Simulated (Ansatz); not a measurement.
`CC(=O)SC12CC3CC(CC(C3)C1)C2` with charge +1. Total charge 1; doublet. Geometry PBE0-D4/def2-SVP; atoms count from 1.

```tsv
atom	x (Å)	y (Å)	z (Å)
C1	3.9653	1.7482	-1.7079
C2	2.6790	1.0129	-1.6238
O3	2.2831	0.0956	-2.2527
S4	1.5455	1.8020	-0.2942
C5	0.3424	0.5498	0.1653
C6	0.8521	-0.8787	0.3584
C7	-0.3485	-1.7891	0.6457
C8	-1.2990	-1.7534	-0.5586
C9	-1.8076	-0.3321	-0.7470
C10	-2.5482	0.1541	0.4894
C11	-1.5907	0.1140	1.6868
C12	-1.0821	-1.3132	1.9007
C13	-0.4055	1.0461	1.4084
C14	-0.6339	0.6176	-1.0920
H15	4.5123	1.6508	-0.7556
H16	4.5637	1.3316	-2.5292
H17	3.7800	2.8212	-1.8766
H18	1.5484	-0.8927	1.2125
H19	1.3926	-1.2332	-0.5289
H20	0.0262	-2.8143	0.7887
H21	-0.7894	-2.1098	-1.4681
H22	-2.1501	-2.4302	-0.3811
H23	-2.4557	-0.2629	-1.6432
H24	-3.4170	-0.4948	0.6832
H25	-2.9380	1.1733	0.3359
H26	-2.1080	0.4738	2.5893
H27	-0.4118	-1.3535	2.7751
H28	-1.9265	-1.9845	2.1220
H29	-0.7515	2.0831	1.2657
H30	0.2823	1.0450	2.2693
H31	-1.0042	1.6427	-1.2438
H32	-0.1052	0.2807	-1.9934
```

Question: Estimate the Mulliken populations of the heavy atoms from the PBE0/def2-SVP orbitals of Ansatz.

Answer: 
| atom | charge (e) | spin (α − β) |
| --- | --- | --- |
| C1 | -0.04 | 0.00 |
| C2 | 0.03 | -0.04 |
| O3 | -0.10 | 0.04 |
| S4 | 0.28 | 0.70 |
| C5 | -0.63 | 0.01 |
| C6 | 0.16 | 0.01 |
| C7 | -0.21 | 0.01 |
| C8 | 0.06 | 0.00 |
| C9 | -0.21 | 0.06 |
| C10 | 0.07 | 0.00 |
| C11 | -0.20 | 0.01 |
| C12 | 0.06 | 0.00 |
| C13 | 0.15 | 0.00 |
| C14 | 0.10 | 0.12 |
Mulliken values and Mayer orders depend strongly on the basis.

Question: Where does the spin sit?

Answer: Summed by element: C 0.17, O 0.04, S 0.70, H 0.08, of 1 unpaired in all. Largest on single atoms: S4 0.70, C14 0.12, C9 0.06.

Question: And the Mayer bond orders between bonded heavy atoms (over 0.3)?

Answer: C1–C2 1.01 (1.48 Å); C2–O3 2.13 (1.18 Å); C2–S4 0.80 (1.92 Å); S4–C5 1.06 (1.80 Å); C5–C6 0.93 (1.53 Å); C5–C13 0.95 (1.53 Å); C5–C14 0.82 (1.59 Å); C6–C7 1.04 (1.53 Å); C7–C8 1.02 (1.53 Å); C7–C12 1.03 (1.53 Å); C8–C9 1.04 (1.52 Å); C9–C10 1.04 (1.52 Å); C9–C14 0.99 (1.55 Å); C10–C11 1.02 (1.53 Å); C11–C12 1.03 (1.53 Å); C11–C13 1.04 (1.53 Å).
